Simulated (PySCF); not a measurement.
Sn(Me)(OEt)(NH2)2, C₃H₁₂N₂OSn, SMILES [NH2][Sn]([O]CC)([CH3])[NH2], GFN2-xTB optimised geometry.

```
19

C      2.30    -0.54    -0.54
C      0.92    -0.87    -1.08
O      0.07    -1.14     0.00
Sn    -1.93    -1.14     0.00
C     -2.36    -2.15     1.87
N     -2.66     0.76     0.00
N     -2.51    -1.85    -1.83
H      2.99    -0.36    -1.37
H      2.66    -1.38     0.05
H      2.25     0.34     0.09
H      0.97    -1.75    -1.74
H      0.55    -0.03    -1.68
H     -3.23    -1.69     2.33
H     -1.50    -2.06     2.52
H     -2.56    -3.20     1.69
H     -2.63     1.18    -0.92
H     -2.13     1.38     0.61
H     -2.22    -2.81    -1.99
H     -3.52    -1.83    -1.94
```

Density from CAM-B3LYP/def2-SVP, def2 effective core potentials past Kr in PySCF 2.14.0 at that geometry. The core electrons that the potentials of Sn replace are not part of the density.

Minimum of the electron density along straight lines between bonded atoms, close to the bond critical point (lines longer than 1.1 times the sum of covalent radii, or with two minima, are not listed):

| bond | length / Å | ρ at the minimum / e bohr⁻³ | ∇²ρ there / e bohr⁻⁵ | position (fraction from the first atom) |
|---|---|---|---|---|
| C1–C2 | 1.522 | 0.252 | -0.61 | 0.50 |
| C2–O3 | 1.399 | 0.263 | -0.44 | 0.34 |
| O3–Sn4 | 2.002 | 0.100 | 0.55 | 0.49 |
| Sn4–C5 | 2.176 | 0.098 | 0.12 | 0.50 |
| Sn4–N6 | 2.037 | 0.109 | 0.41 | 0.50 |
| Sn4–N7 | 2.049 | 0.106 | 0.40 | 0.50 |
| C1–H8 | 1.087 | 0.276 | -1.01 | 0.62 |
| C1–H9 | 1.086 | 0.278 | -1.03 | 0.63 |
| C1–H10 | 1.087 | 0.277 | -1.03 | 0.63 |
| C2–H11 | 1.097 | 0.280 | -1.05 | 0.63 |
| C2–H12 | 1.097 | 0.280 | -1.04 | 0.63 |
| C5–H13 | 1.083 | 0.276 | -1.03 | 0.64 |
| C5–H14 | 1.082 | 0.276 | -1.04 | 0.64 |
| C5–H15 | 1.084 | 0.275 | -1.02 | 0.63 |
| N6–H16 | 1.014 | 0.327 | -1.49 | 0.77 |
| N6–H17 | 1.014 | 0.327 | -1.48 | 0.76 |
| N7–H18 | 1.014 | 0.327 | -1.50 | 0.77 |
| N7–H19 | 1.013 | 0.328 | -1.50 | 0.77 |
